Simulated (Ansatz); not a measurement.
Program: Ansatz. Geometries: PBE0-D4/def2-TZVP. ΔE: electronic, gas phase. CBS: MP2 limit from def2 TZ/QZ plus the TZ coupled-cluster correction, frozen cores. This one scheme is used for every species. DFT in def2-TZVPP. HSE06 is defined as in plane-wave codes. Each species was taken in one conformer, which may not be the lowest.

Reaction (ligand exchange at the Si–O bond): `F[Si](F)(F)O[Si](Cl)(Cl)Cl` + CH₃OH → `CO[Si](F)(F)F` + `O[Si](Cl)(Cl)Cl`

`F[Si](F)(F)O[Si](Cl)(Cl)Cl`:

Cartesian coordinates in Å:
```
F 0.907 -0.294 2.341
Si 0.183 0.738 1.413
F 1.200 1.865 1.031
F -1.007 1.377 2.202
O -0.381 0.016 0.103
Si -0.259 -0.705 -1.334
Cl 0.236 0.668 -2.729
Cl 1.165 -2.136 -1.249
Cl -2.044 -1.530 -1.778
```

CH₃OH:

Z-matrix (Å, degrees):
```
C
O 1 1.409
H 1 1.097 2 112.4
H 1 1.090 2 107.0 3 -118.5
H 1 1.097 2 112.4 3 123.0
H 2 0.959 1 108.5 3 -61.6
```

`CO[Si](F)(F)F`:

```xyz
9

C    -0.645    0.983   -0.758
O    -0.356    0.407    0.504
Si    0.558   -0.870    0.791
F     0.012   -2.163    0.080
F     0.583   -1.121    2.336
F     2.035   -0.668    0.289
H    -1.290    1.844   -0.588
H    -1.166    0.270   -1.402
H     0.270    1.317   -1.253
```

`O[Si](Cl)(Cl)Cl`:

```xyz
6

O     0.783   -0.567    0.942
Si   -0.215    0.203   -0.070
Cl    0.815    1.179   -1.523
Cl   -1.489   -1.094   -0.977
Cl   -1.256    1.525    1.041
H     1.361   -1.245    0.586
```

| level | ΔE (kcal/mol) | difference from CCSD(T)/CBS |
| --- | --- | --- |
| r2SCAN-D4 | 1.5 | -0.7 |
| ωB97X-V | 1.5 | -0.7 |
| PBE0 | 1.1 | -1.1 |
| HSE06 | 1.1 | -1.1 |
| CCSD(T)/def2-SVP | 2.0 | -0.2 |
| MP2/def2-TZVPP | 1.9 | -0.3 |
| CCSD(T)/def2-TZVPP | 2.1 | -0.1 |
| HF/def2-QZVPP | 2.9 | 0.7 |
| HF/CBS(def2) | 3.0 | 0.8 |
| CCSD/CBS(def2) | 2.4 | 0.2 |
| CCSD(T)/CBS | 2.2 | 0 |

Largest T1 diagnostic among the species: 0.011.

From BLYP to BHLYP (50 % exact exchange), in def2-TZVPP and without D4, ΔE moves by +1.2 kcal/mol. The D4 term adds +1.7 kcal/mol with B3LYP and +1.1 kcal/mol with PBE0; it sums over pairs of atoms, weighted by their polarisabilities, and B3LYP, whose exchange is more repulsive, gets the larger term.

B3LYP here is the variant with VWN-RPA as its local correlation; programs differ in this.
